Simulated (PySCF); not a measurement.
SMILES O[SiH2][SiH3] (PBE0/def2-SVP optimised geometry):

```
9

O      1.800    -1.103     0.000
Si     0.127    -1.103     0.000
Si    -0.732     1.088     0.000
H      2.228    -0.638    -0.724
H     -0.433    -1.837    -1.183
H     -0.282    -1.823     1.239
H     -2.228     1.067    -0.036
H     -0.243     1.831    -1.206
H     -0.288     1.837     1.216
```

Method: PBE0/def2-TZVP in PySCF.

### Question
What are the frontier orbital energies and the dipole moment?

### Answer
HOMO-2 -9.80 eV, HOMO-1 -9.15 eV, HOMO -7.88 eV, LUMO -0.50 eV, LUMO+1 0.38 eV; dipole moment 1.19 D.

On the same geometry PBE/def2-TZVP (PySCF) gives HOMO-2 -8.40 eV, HOMO-1 -7.72 eV, HOMO -6.64 eV, LUMO -1.36 eV, LUMO+1 -0.46 eV; dipole moment 1.14 D.

Meta-Löwdin charges at PBE0/def2-TZVP: O1 -0.75, Si2 0.65, Si3 0.16, H4 0.35, H5 -0.11, H6 -0.09, H7 -0.07, H8 -0.07, H9 -0.07.
